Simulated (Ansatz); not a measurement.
`O[CH](Cl)[GeH3]` + CH₃OH → `COC(O)Cl` + GeH₄ at 600 K and 1 bar (substitution at a C–Ge bond).

Calculated with Ansatz (gas phase, PBE0-D4/def2-TZVP geometries, no zero-point term in ΔE). CBS: MP2 limit from def2 TZ/QZ plus the TZ coupled-cluster correction, frozen cores. This one scheme is used for every species. For Ge outer-core shells are correlated without core-valence functions, which leaves a few kJ/mol of doubt a bond. Scalar relativity is left out up to krypton. Each species was taken in one conformer, which may not be the lowest.

```json
{"species": "`O[CH](Cl)[GeH3]`", "CCSD(T)/CBS energy (Eh)": "-2652.10163", "H − E (kJ/mol)": "202.7", "S (J/(mol·K))": "418.0"}
{"species": "CH₃OH", "CCSD(T)/CBS energy (Eh)": "-115.61712", "H − E (kJ/mol)": "163.6", "S (J/(mol·K))": "277.3"}
{"species": "`COC(O)Cl`", "CCSD(T)/CBS energy (Eh)": "-689.22142", "H − E (kJ/mol)": "253.3", "S (J/(mol·K))": "404.2"}
{"species": "GeH₄", "CCSD(T)/CBS energy (Eh)": "-2078.49493", "H − E (kJ/mol)": "105.8", "S (J/(mol·K))": "256.4"}
```

H − E and S are ideal-gas, rigid-rotor, harmonic terms from PBE0-D4/def2-TZVP, for one conformer and one mirror image of each species. 1 Eh = 2625.50 kJ/mol, R = 8.31446 J/(mol·K).

Question: By hand: ΔE, ΔH, ΔS and ΔG.

Answer: ΔE = (-689.22142) + (-2078.49493) − (-2652.10163) − (-115.61712) = 0.00240 Eh = 6.3 kJ/mol. Δ(H − E) = 253.3 + 105.8 − 202.7 − 163.6 = -7.2, so ΔH = -0.9 kJ/mol. ΔS = 404.2 + 256.4 − 418.0 − 277.3 = -34.7 J/(mol·K). ΔG = -0.9 − 600 × (-34.7)/1000 = 19.9 kJ/mol.

Question: By hand: the equilibrium constant, and the temperature at which ΔG would vanish if ΔH and ΔS stayed fixed.

Answer: log₁₀ K = −ΔG/(RT ln 10) = -1.7. ΔG = 0 at ΔH/ΔS = 26 K, though so small a ΔH makes that figure unsure.

TΔS isn't small against ΔH here. A doubt of 5 kJ/mol in ΔE shifts log₁₀ K by 0.4 here. Other conformers and mirror images would add mixing entropy, several J/(mol·K) or more a flexible species. These are equilibria of isolated gas molecules and say nothing of rates. Largest T1 diagnostic: 0.012 (customary marks: 0.02 for closed shells, 0.045 for open ones).
